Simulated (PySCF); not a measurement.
# An isoelectronic set: 58 electrons

HF in PySCF with def2-TZVPPD on every atom (core potentials on In, Sn, Sb), for the lowest determinant that a PBE0 search found; no spin–orbit coupling. All have 58 electrons, 10 of them in the valence shells, and the same state, a singlet (closed shell). For ions De leads to the atom and ion picked by measured ionisation energies and electron affinities.

```tsv
species	difference of nuclear charges	Re (Å)	ωe (cm⁻¹)	k (mdyn/Å)	De (eV)	dissociates to
SnN⁻	43	1.837	952	6.70	n/a	Sn⁻ + N
InF	40	1.979	547	2.87	3.67	In + F
SnO	42	1.786	967	7.77	1.77	Sn + O
SbN	44	1.767	1103	8.99	-1.57	Sb + N
SnF⁺	41	1.852	733	5.19	3.17	Sn⁺ + F
SbO⁺	43	1.712	1134	10.7	1.05	Sb⁺ + O
```

Question: Which member of the whole set has the stiffest bond, and how does it compare with the softest?

Answer: SbO⁺ with k = 10.7 mdyn/Å, 3.7 times that of InF.

These are scalar-relativistic numbers at best; spin–orbit coupling would shift them, the dissociation energy most. For an ion De counts to the pair picked by the measured ionisation energies or electron affinities, which need not be the lowest pair at this level. Where the molecule has an RHF reference, its open-shell atoms are computed with UHF. Hartree–Fock leaves out correlation, which carries a large part of most bond energies and some tenths to 1 eV of ionisation energies. A negative De means that the minimum lies above the separated atoms at that level.
